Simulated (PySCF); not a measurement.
PySCF job for C4H5FSi, SMILES C#C/C=C\[SiH2]F, TDA-PBE/def2-SVPD. The structure is a stationary point at ωB97X-D3(BJ)/def2-SVP. The structure was generated by enumeration; whether it is a known compound was not checked. The values are those of a single conformer.

```python
import numpy as np
from pyscf import gto, scf, dft, tdscf

mol = gto.M(
    atom='''
    C    -1.02042311   -2.67115532    0.00000000
    C     0.01344065   -2.03975991   -0.00000000
    C     1.20741523   -1.23472154    0.00000000
    C     1.15118154    0.10877225   -0.00000000
    Si   -0.47928577    1.02384607   -0.00000000
    F    -0.13207331    2.61915703    0.00000000
    H    -1.93423320   -3.23993233    0.00000000
    H     2.16411128   -1.77114998    0.00000000
    H     2.09423897    0.66875243    0.00000000
    H    -1.26757117    0.72862944    1.22442734
    H    -1.26757117    0.72862944   -1.22442733
    ''',
    basis='def2-SVPD',
    charge=0,
    spin=0,
    symmetry=True,
    max_memory=1600,
    verbose=4,
)
mf = dft.RKS(mol, xc='pbe').density_fit(auxbasis='def2-universal-jkfit')
mf.grids.level = 3
mf.conv_tol = 1e-9
mf.max_cycle = 100
mf.kernel()
mf.grids = dft.Grids(mol).set(level=1).build(with_non0tab=True)  # coarser grid for the response kernel
td = tdscf.TDA(mf)
td.singlet = True
td.nstates = 10
td.conv_tol = 1e-4
td.positive_eig_threshold = 1e-6
td.kernel(x0=td.get_init_guess(mf, 15))
td.analyze()
tt = tdscf.TDA(mf)
tt.singlet = False
tt.nstates = 4
tt.conv_tol = 1e-4
tt.positive_eig_threshold = 1e-6
tt.kernel(x0=tt.get_init_guess(mf, 9))
tt.analyze(verbose=3)
```

Program output:

```
PySCF version 2.14.0

[INPUT] verbose = 4
[INPUT] num. atoms = 11
[INPUT] num. electrons = 52
[INPUT] charge = 0
[INPUT] spin (= nelec alpha-beta = 2S) = 0
[INPUT] symmetry True subgroup None
[INPUT] Mole.unit = angstrom
[INPUT] Symbol           X                Y                Z      unit          X                Y                Z       unit  Magmom
[INPUT]  1 C     -1.020423110000  -2.671155320000   0.000000000000 AA   -1.928320209077  -5.047751990975   0.000000000000 Bohr   0.0
[INPUT]  2 C      0.013440650000  -2.039759910000   0.000000000000 AA    0.025399147436  -3.854587589767   0.000000000000 Bohr   0.0
[INPUT]  3 C      1.207415230000  -1.234721540000   0.000000000000 AA    2.281684103329  -2.333285550701   0.000000000000 Bohr   0.0
[INPUT]  4 C      1.151181540000   0.108772250000   0.000000000000 AA    2.175417830255   0.205549762453   0.000000000000 Bohr   0.0
[INPUT]  5 Si    -0.479285770000   1.023846070000   0.000000000000 AA   -0.905718840701   1.934788666012   0.000000000000 Bohr   0.0
[INPUT]  6 F     -0.132073310000   2.619157030000   0.000000000000 AA   -0.249582384265   4.949489463929   0.000000000000 Bohr   0.0
[INPUT]  7 H     -1.934233200000  -3.239932330000   0.000000000000 AA   -3.655171009041  -6.122584765824   0.000000000000 Bohr   0.0
[INPUT]  8 H      2.164111280000  -1.771149980000   0.000000000000 AA    4.089577622282  -3.346988387729   0.000000000000 Bohr   0.0
[INPUT]  9 H      2.094238970000   0.668752430000   0.000000000000 AA    3.957538092691   1.263758937837   0.000000000000 Bohr   0.0
[INPUT] 10 H     -1.267571170000   0.728629440000   1.224427340000 AA   -2.395362354695   1.376910087895   2.313832332030 Bohr   0.0
[INPUT] 11 H     -1.267571170000   0.728629440000  -1.224427330000 AA   -2.395362354695   1.376910087895  -2.313832313132 Bohr   0.0

nuclear repulsion = 250.272936401846
point group symmetry = Cs
symmetry origin: [0.00000000e+00 4.72431545e-09 3.63408876e-10]
symmetry axis x: [ 1.00000000e+00 -9.11046286e-10 -3.22163509e-10]
symmetry axis y: [-9.11046286e-10 -1.00000000e+00 -4.40120031e-11]
symmetry axis z: [ 3.22163508e-10 -4.40119900e-11  1.00000000e+00]
num. orbitals of irrep A' = 115
num. orbitals of irrep A" = 52
number of shells = 71
number of NR pGTOs = 245
number of NR cGTOs = 167
basis = def2-SVPD
ecp = {}


[settings echo left out]
init E= -544.371719599104
HOMO (A") = -0.302635922400777  LUMO (A") = -0.142990501672476  gap/eV = 4.34417
cycle= 1 E= -543.923173334016  delta_E= 0.449  |g|= 0.637  |ddm|= 9.57
HOMO (A") = -0.176634274305688  LUMO (A") = -0.0466448085002749  gap/eV = 3.53719
cycle= 2 E= -543.732488261761  delta_E= 0.191  |g|= 1.22  |ddm|= 2.85
HOMO (A") = -0.224206471541481  LUMO (A") = -0.082850371312984  gap/eV = 3.84650
cycle= 3 E= -544.004165275864  delta_E= -0.272  |g|= 0.19  |ddm|=  1.4
HOMO (A") = -0.244925677409324  LUMO (A") = -0.0972422988384309  gap/eV = 4.01867
cycle= 4 E= -544.011956403503  delta_E= -0.00779  |g|= 0.0525  |ddm|= 0.392
HOMO (A") = -0.241389013489695  LUMO (A") = -0.0954830367245312  gap/eV = 3.97030
cycle= 5 E= -544.012024161222  delta_E= -6.78e-05  |g|= 0.0529  |ddm|= 0.132
HOMO (A") = -0.240255725572417  LUMO (A") = -0.0938796077414881  gap/eV = 3.98310
cycle= 6 E= -544.012797970361  delta_E= -0.000774  |g|= 0.0061  |ddm|= 0.0625
HOMO (A") = -0.240669234338251  LUMO (A") = -0.0943364044645918  gap/eV = 3.98192
cycle= 7 E= -544.012804704426  delta_E= -6.73e-06  |g|= 0.00431  |ddm|= 0.0194
HOMO (A") = -0.240651811497441  LUMO (A") = -0.0943177654937299  gap/eV = 3.98195
cycle= 8 E= -544.012809634011  delta_E= -4.93e-06  |g|= 0.000861  |ddm|= 0.00566
HOMO (A") = -0.24062842583129  LUMO (A") = -0.0942781968788942  gap/eV = 3.98239
cycle= 9 E= -544.012809824847  delta_E= -1.91e-07  |g|= 0.000185  |ddm|= 0.0016
HOMO (A") = -0.240632021509575  LUMO (A") = -0.094288380491057  gap/eV = 3.98221
cycle= 10 E= -544.012809833665  delta_E= -8.82e-09  |g|= 6.03e-05  |ddm|= 0.000395
HOMO (A") = -0.240633943777003  LUMO (A") = -0.0942884927533401  gap/eV = 3.98226
cycle= 11 E= -544.012809834302  delta_E= -6.37e-10  |g|= 3.51e-05  |ddm|= 0.000186
HOMO (A") = -0.240632741318406  LUMO (A") = -0.0942879597558162  gap/eV = 3.98224
cycle= 12 E= -544.01280983463  delta_E= -3.28e-10  |g|= 4.35e-06  |ddm|= 7.76e-05
HOMO (A") = -0.240632603117569  LUMO (A") = -0.0942876302984246  gap/eV = 3.98225
Extra cycle  E= -544.012809834622  delta_E= 8.3e-12  |g|= 8.09e-06  |ddm|= 1.86e-05
converged SCF energy = -544.012809834622
tot grids = 44792
Overwritten attributes  positive_eig_threshold  of <class 'pyscf.tdscf.rks.TDA'>


******** <class 'pyscf.tdscf.rks.TDA'> for <class 'pyscf.df.df_jk.DFSymAdaptedRKS'> ********
nstates = 10 singlet
deg_eia_thresh = 1.000e-03
wfnsym = None
conv_tol = 0.0001
eigh lindep = 1e-12
eigh level_shift = 0
eigh max_cycle = 100


Excitation energies (eV)
[4.73794275 5.29440891 5.6420602  5.72576189 5.73493687 6.27635693
 6.72628421 6.73946417 7.08516685 7.14901984]

** Singlet excitation energies and oscillator strengths **
Excited State   1:   A"      4.73794 eV    261.68 nm  f=0.0002
      25 -> 27        0.70571
Excited State   2:   A'      5.29441 eV    234.18 nm  f=0.2125
      22 -> 27        0.22395
      25 -> 28       -0.22595
      26 -> 27        0.60772
Excited State   3:   A"      5.64206 eV    219.75 nm  f=0.0007
      23 -> 27       -0.24479
      26 -> 28        0.66155
Excited State   4:   A'      5.72576 eV    216.54 nm  f=0.0290
      24 -> 27        0.67752
      25 -> 28        0.10444
Excited State   5:   A"      5.73494 eV    216.19 nm  f=0.0021
      23 -> 27        0.65802
      26 -> 28        0.24550
Excited State   6:   A"      6.27636 eV    197.54 nm  f=0.0041
      26 -> 29       -0.70506
Excited State   7:   A'      6.72628 eV    184.33 nm  f=0.1349
      22 -> 27       -0.11797
      25 -> 28       -0.54553
      25 -> 29       -0.37421
      26 -> 27       -0.11215
      26 -> 32       -0.12457
Excited State   8:   A"      6.73946 eV    183.97 nm  f=0.0030
      26 -> 30       -0.70624
Excited State   9:   A'      7.08517 eV    174.99 nm  f=0.0798
      22 -> 27       -0.45173
      23 -> 28       -0.43064
      26 -> 27        0.13250
      26 -> 32       -0.23817
Excited State  10:   A"      7.14902 eV    173.43 nm  f=0.0046
      24 -> 28       -0.69875

** Transition electric dipole moments (AU) **
state          X           Y           Z        Dip. S.      Osc.
  1         0.0000     -0.0000      0.0403      0.0016      0.0002
  2        -0.2639     -1.2524     -0.0000      1.6381      0.2125
  3        -0.0000      0.0000      0.0727      0.0053      0.0007
  4         0.4536      0.0318      0.0000      0.2067      0.0290
  5        -0.0000      0.0000     -0.1220      0.0149      0.0021
  6         0.0000     -0.0000      0.1627      0.0265      0.0041
  7         0.0708      0.9021      0.0000      0.8188      0.1349
  8        -0.0000      0.0000      0.1352      0.0183      0.0030
  9        -0.0540     -0.6758     -0.0000      0.4596      0.0798
 10         0.0000     -0.0000     -0.1621      0.0263      0.0046

** Transition velocity dipole moments (imaginary part, AU) **
state          X           Y           Z        Dip. S.      Osc.
  1        -0.0000      0.0000     -0.0043      0.0000      0.0001
  2         0.0299     -0.0467     -0.0000      0.0031      0.0105
  3         0.0000     -0.0000      0.0080      0.0001      0.0002
  4         0.0092     -0.0212      0.0000      0.0005      0.0017
  5         0.0000     -0.0000      0.0403      0.0016      0.0051
  6        -0.0000      0.0000      0.0440      0.0019      0.0056
  7        -0.0157      0.1367     -0.0000      0.0189      0.0511
  8         0.0000      0.0000      0.0350      0.0012      0.0033
  9         0.0061     -0.0674     -0.0000      0.0046      0.0117
 10        -0.0000      0.0000     -0.0314      0.0010      0.0025

** Transition magnetic dipole moments (imaginary part, AU) **
state          X           Y           Z
  1        -0.4634     -0.2987      0.0000
  2         0.0000     -0.0000      0.7244
  3         0.0487     -0.0300      0.0000
  4        -0.0000      0.0000     -0.0824
  5         0.1394      0.5209      0.0000
  6         0.1585      0.2469     -0.0000
  7         0.0000     -0.0000      0.7183
  8         0.3290     -0.8083      0.0000
  9         0.0000     -0.0000      0.3405
 10        -0.8174      0.0692      0.0000


******** <class 'pyscf.tdscf.rks.TDA'> for <class 'pyscf.df.df_jk.DFSymAdaptedRKS'> ********
nstates = 4 triplet
deg_eia_thresh = 1.000e-03
wfnsym = None
conv_tol = 0.0001
eigh lindep = 1e-12
eigh level_shift = 0
eigh max_cycle = 100


Excitation energies (eV)
[3.2818422  4.47615854 5.162879   5.22157681]

** Triplet excitation energies and oscillator strengths **
Excited State   1:   A'      3.28184 eV    377.79 nm  f=0.0000
Excited State   2:   A"      4.47616 eV    276.99 nm  f=0.0000
Excited State   3:   A'      5.16288 eV    240.15 nm  f=0.0000
Excited State   4:   A"      5.22158 eV    237.45 nm  f=0.0000
```

The run converged.
